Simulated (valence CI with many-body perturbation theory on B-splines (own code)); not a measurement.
**Forbidden lines of Cs¹⁵⁺**

Computed by valence CI with perturbative core correlation (CI+MBPT): four valence electrons over a frozen Dirac-Fock core [Kr], radial functions for each j: 9 s, 9 p, 10 d, 8 f, 5 g, 3 h, 1 i, with the one-electron correlation potential Σ1 (screened to all orders), the two-electron term Σ2, the three-electron term Σ3, Breit, model QED; selected single and double excitations, second order for the rest (own B-spline code, finite nucleus).

No measured spectrum was set against this ion. As an estimate, terms of the open shell hold to 2 to 4 % of their energy, and close levels can change places. Core correlation moves these levels by up to 7300 cm⁻¹, and in measured spectra 5 to 20 % of such shifts remained as error; rates that hang on mixing are uncertain with them. Only levels of the ground parity were solved; by the run's estimate the other parity begins above the list, which can be wrong where configurations are misplaced.

Lines 51 to 100 of 120 in falling wavelength, among levels below 208790 cm⁻¹, chosen from the decays that carry over 1 % of a level's rate. Wavelengths and rates use the calculated energies, so an error of 2000 cm⁻¹ moves a line at 333.0 nm by 6.7 % and its rate by three times that or more. S is in atomic units (e²a₀⁴ for E2 and M2, e²a₀⁶ for E3), for M1 in squared Bohr magnetons. Weak lines are less certain than strong ones. Lines between different terms over intervals too small for the method are left out, as are lines whose strength nearly cancels.

Names give the largest LS component (configuration and term), which can be under half, so a name can repeat, a term be missing and a line seem to break the LS rules; names also repeat where a configuration has a term twice. Letters in brackets count levels of one name in rising energy.

```tsv
λ vac (nm)	Upper	Lower	Type	A (s⁻¹)	S (a.u.)
333.0	4d⁴ ³D_1	4d⁴ ³F_2 [a]	M1	1.27e+02	5.20e-01
330.6	4d⁴ ¹I_6	4d⁴ ³H_5	M1	1.32e+02	2.30e+00
329.6	4d⁴ ³P_2 [a]	4d⁴ ³G_3	M1	1.26e+01	8.35e-02
329.2	4d⁴ ¹G_4 [a]	4d⁴ ³G_4	M1	1.47e+01	1.74e-01
328.8	4d⁴ ³P_2 [b]	4d⁴ ³D_2	M1	7.75e+01	5.11e-01
311.2	4d⁴ ¹F_3	4d⁴ ³F_3 [a]	M1	8.56e+01	6.69e-01
309.9	4d⁴ ³P_0 [a]	4d⁴ ⁵D_1	M1	7.87e+02	8.68e-01
304.5	4d⁴ ¹F_3	4d⁴ ³F_4 [a]	M1	4.72e+00	3.46e-02
291.6	4d⁴ ³G_3	4d⁴ ⁵D_2	M1	7.54e+01	4.86e-01
286.4	4d⁴ ¹F_3	4d⁴ ³D_2	M1	7.40e+01	4.51e-01
272.8	4d⁴ ³G_4	4d⁴ ⁵D_4	M1	9.21e+00	6.24e-02
271.0	4d⁴ ³F_2 [a]	4d⁴ ⁵D_2	M1	1.34e+02	4.94e-01
270.8	4d⁴ ³F_2 [b]	4d⁴ ³D_1	M1	1.21e+02	4.47e-01
270.6	4d⁴ ³G_5	4d⁴ ³H_4	M1	8.96e+00	7.24e-02
270.1	4d⁴ ³F_4 [b]	4d⁴ ³G_5	M1	9.69e+01	6.37e-01
265.6	4d⁴ ¹F_3	4d⁴ ³G_4	M1	5.78e+01	2.81e-01
256.6	4d⁴ ³P_1 [a]	4d⁴ ⁵D_2	M1	4.56e+02	8.58e-01
254.9	4d⁴ ³F_2 [b]	4d⁴ ³P_2 [a]	M1	1.18e+02	3.63e-01
252.7	4d⁴ ³P_2 [c]	4d⁴ ³F_3 [a]	M1	1.37e+01	4.11e-02
245.7	4d⁴ ¹G_4 [a]	4d⁴ ³H_5	M1	3.33e+01	1.65e-01
244.9	4d⁴ ¹S_0 [a]	4d⁴ ³P_1 [a]	M1	6.75e+02	3.68e-01
242.5	4d⁴ ³P_2 [b]	4d⁴ ³P_1 [a]	M1	5.16e+01	1.36e-01
241.6	4d⁴ ³F_4 [b]	4d⁴ ³F_3 [b]	M1	2.74e+02	1.29e+00
241.2	4d⁴ ³F_4 [a]	4d⁴ ⁵D_4	M1	9.69e+01	4.53e-01
237.1	4d⁴ ³F_3 [a]	4d⁴ ⁵D_4	M1	1.64e+02	5.66e-01
233.0	4d⁴ ³D_1	4d⁴ ³P_0 [a]	M1	2.68e+02	3.77e-01
231.8	4d⁴ ¹G_4 [a]	4d⁴ ³G_3	M1	3.74e+01	1.56e-01
230.9	4d⁴ ³P_2 [b]	4d⁴ ³F_2 [a]	M1	3.19e+01	7.28e-02
230.3	4d⁴ ³D_2	4d⁴ ⁵D_3	M1	1.56e+01	3.52e-02
221.4	4d⁴ ³F_2 [a]	4d⁴ ⁵D_1	M1	1.86e+02	3.74e-01
220.6	4d⁴ ³F_2 [b]	4d⁴ ³F_3 [b]	M1	1.44e+02	2.87e-01
219.8	4d⁴ ³F_4 [a]	4d⁴ ⁵D_3	M1	1.07e+02	3.79e-01
217.8	4d⁴ ³P_2 [b]	4d⁴ ³G_3	M1	1.08e+02	2.06e-01
216.5	4d⁴ ³F_3 [a]	4d⁴ ⁵D_3	M1	1.04e+01	2.74e-02
208.1	4d⁴ ³F_4 [b]	4d⁴ ³F_4 [a]	M1	3.03e+02	9.12e-01
207.8	4d⁴ ³F_3 [b]	4d⁴ ⁵D_4	M1	1.19e+01	2.78e-02
198.3	4d⁴ ¹F_3	4d⁴ ³G_3	M1	7.25e+01	1.47e-01
195.0	4d⁴ ³F_2 [b]	4d⁴ ³F_3 [a]	M1	1.70e+02	2.34e-01
194.3	4d⁴ ¹G_4 [a]	4d⁴ ³H_4	M1	4.63e+01	1.13e-01
191.7	4d⁴ ³F_3 [b]	4d⁴ ⁵D_3	M1	1.20e+02	2.19e-01
190.5	4d⁴ ³G_5	4d⁴ ⁵D_4	M1	1.52e+01	4.28e-02
190.2	4d⁴ ³F_3 [c]	4d⁴ ³F_4 [a]	M1	5.34e+01	9.53e-02
190.2	4d⁴ ³F_3 [a]	4d⁴ ⁵D_2	M1	3.29e+00	5.87e-03
189.2	4d⁴ ³F_4 [b]	4d⁴ ³G_4	M1	1.89e+02	4.27e-01
188.0	4d⁴ ³P_2 [c]	4d⁴ ³P_1 [a]	M1	9.96e+01	1.23e-01
184.9	4d⁴ ³F_2 [b]	4d⁴ ³D_2	M1	4.11e+01	4.82e-02
172.8	4d⁴ ³P_2 [c]	4d⁴ ³G_3	M1	1.03e+02	9.83e-02
172.3	4d⁴ ³D_2	4d⁴ ⁵D_1	M1	3.49e+01	3.31e-02
171.7	4d⁴ ³P_2 [a]	4d⁴ ⁵D_3	M1	4.88e+02	4.58e-01
170.8	4d⁴ ³F_3 [b]	4d⁴ ⁵D_2	M1	1.53e+02	1.97e-01
```
